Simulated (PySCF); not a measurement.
Species: C₄H₁₀Ge.
InChI=1S/C4H10Ge/c5-4-2-1-3-4/h4H,1-3H2,5H3

Level: B3LYP/def2-SVPD in PySCF, non-relativistic, on one gas-phase PBE0-D3(BJ)/def2-SVP geometry that isn't relaxed in the solvent. The solvent is an IEF-PCM continuum (cavity from Bondi-type radii × 1.2), and excitations are vertical TDDFT with non-equilibrium linear response and a frozen core. Specific hydrogen bonds and non-electrostatic terms are outside this model. Spin–orbit coupling is left out although an atom past zinc is present.

Gas-phase singlets (H = HOMO, L = LUMO):

```json
{"state": "S1", "E (eV)": "6.991", "λ (nm)": "177", "f": "0.007", "leading configurations": "H→L 98%"}
{"state": "S2", "E (eV)": "7.618", "λ (nm)": "163", "f": "0.077", "leading configurations": "H→L+1 73%, H→L+2 15%"}
{"state": "S3", "E (eV)": "7.716", "λ (nm)": "161", "f": "0.000", "leading configurations": "H→L+3 96%"}
{"state": "S4", "E (eV)": "7.728", "λ (nm)": "160", "f": "0.003", "leading configurations": "H-1→L 92%"}
{"state": "S5", "E (eV)": "7.789", "λ (nm)": "159", "f": "0.149", "leading configurations": "H→L+2 80%, H→L+1 13%"}
```

Task: What are the lowest 5 singlets in dichloromethane (ε = 8.93)?

Result: 
| state | E (eV) | λ (nm) | f | leading configurations | change by rank (eV) |
| --- | --- | --- | --- | --- | --- |
| S1 | 6.952 | 178 | 0.014 | H→L 97% | -0.039 |
| S2 | 7.510 | 165 | 0.237 | H→L+1 88% | -0.108 |
| S3 | 7.681 | 161 | 0.017 | H-1→L 92% | -0.035 |
| S4 | 7.686 | 161 | 0.000 | H→L+2 94% | -0.042 |
| S5 | 7.740 | 160 | 0.128 | H→L+3 91% | -0.049 |

Task: The ground-state energy changes by -0.025 eV from gas to dichloromethane. By how much does the total energy of gas-phase S1 change?

Result: E(S1) = E(S0) + excitation energy, so it changes by -0.025 − 0.039 = -0.064 eV: it is lowered more than the ground state, which is what a red shift means. This is the vertical state, with the slow part of the continuum still set for S0.

Task: How do the frontier levels move from gas to dichloromethane?

Result: 
```json
{"orbital": "LUMO+2", "gas (eV)": "0.93", "solvent (eV)": "1.08", "change (eV)": "+0.15"}
{"orbital": "LUMO+1", "gas (eV)": "0.65", "solvent (eV)": "0.72", "change (eV)": "+0.07"}
{"orbital": "LUMO", "gas (eV)": "0.17", "solvent (eV)": "0.26", "change (eV)": "+0.09"}
{"orbital": "HOMO", "gas (eV)": "-7.69", "solvent (eV)": "-7.55", "change (eV)": "+0.14"}
{"orbital": "HOMO-1", "gas (eV)": "-8.43", "solvent (eV)": "-8.28", "change (eV)": "+0.15"}
{"orbital": "HOMO-2", "gas (eV)": "-8.56", "solvent (eV)": "-8.40", "change (eV)": "+0.16"}
{"orbital": "HOMO-3", "gas (eV)": "-9.00", "solvent (eV)": "-8.92", "change (eV)": "+0.08"}
```

The HOMO–LUMO gap goes from 7.86 to 7.81 eV. Rows go by rank; for LUMO+1 and LUMO+2 the atom shares or the degeneracy differ between the runs, so the row needn't follow one orbital.

The run took 23 s on one thread, Arm Neoverse V2 (aarch64), no GPU (shared host), and the process peaked at 0.98 GiB of memory. This is the whole response run at B3LYP/def2-SVPD in dichloromethane, SCF included.
